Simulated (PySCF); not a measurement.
# How the method changes the constants of GaO

State: ²Σ⁺ (doublet), unpaired electrons σ ↑. Set-up: Ga jorge-DZP-DKH, O jorge-DZP-DKH; spin-free X2C with a Gaussian nucleus (PySCF 2.14). De refers to Ga + O in their high-spin ground configurations, without counterpoise correction. The functionals are run spin-unrestricted. A positive dipole means Ga(−)O(+).

| Level | Re (Å) | ωe (cm⁻¹) | De (eV) | μ (D) | CPU s a point (SCF and correlation, without the integrals) |
| --- | --- | --- | --- | --- | --- |
| UHF | 1.786 | 631 | 1.59 | -3.30 | 0.32 |
| UHF-MP2 | 1.703 | 637 | 3.61 | n/a | 0.58 |
| UHF-SCS-MP2 | 1.724 | 633 | 3.43 | n/a | n/a |
| UHF-CCSD | 1.702 | 744 | 3.67 | n/a | n/a |
| UHF-CCSD(T) | 1.701 | 752 | 3.86 | n/a | 13 |
| PBE | 1.700 | 765 | 4.80 | -3.39 | 1.3 |
| TPSS | 1.697 | 766 | 4.50 | -3.48 | 1.9 |
| r²SCAN | 1.685 | 781 | 4.51 | -3.51 | 1.9 |
| PBE0 | 1.697 | 743 | 4.08 | -3.61 | 1.9 |
| MN15 | 1.701 | 724 | 4.23 | -3.32 | 2 |
| M06-2X | 1.702 | 771 | 3.94 | -3.98 | 2 |
| ωB97X | 1.707 | 708 | 4.13 | -3.42 | 1.6 |

Task: Which functional lies closest to UHF-CCSD(T) in De, which farthest, and by how much do they differ from it?

Result: Closest is M06-2X (+0.1 pm in Re, +2.5 % in ωe, +0.08 eV in De against UHF-CCSD(T) in the same basis), farthest PBE (-0.1 pm in Re, +1.7 % in ωe, +0.94 eV in De). CCSD(T) converges more slowly with the basis than the functionals do and binds too weakly in this one, so the order can change at the basis-set limit.

Task: What does a quarter of exact exchange do here, going from PBE to PBE0?

Result: PBE0 less PBE: -0.3 pm in Re, -2.9 % in ωe, -0.72 eV in De. Exact exchange removes part of the self-interaction that spreads semilocal densities, and in most molecules shortens and stiffens the bond and lowers De; here ωe goes the other way.

Task: What does the step from GGA to meta-GGA do here, going from PBE to r²SCAN?

Result: r²SCAN less PBE: -1.5 pm in Re, +2.1 % in ωe, -0.29 eV in De. 

Correlated steps freeze 10 core orbitals. Correlated levels converge slowly with the basis: in double zeta they bind strong bonds too weakly, by up to about 1 eV, and carry superposition errors of some tenths. Spin–orbit coupling is left out. The CCSD T1 diagnostic is raised, a sign that a single reference may not be enough here. The state is the lowest determinant that a PBE0 search found; another state may lie lower at other levels.

The whole job (state search and all levels along the bond) took about 5.2 min on 1 thread of Arm Neoverse N1 (shared host), peak memory 0.78 GiB.
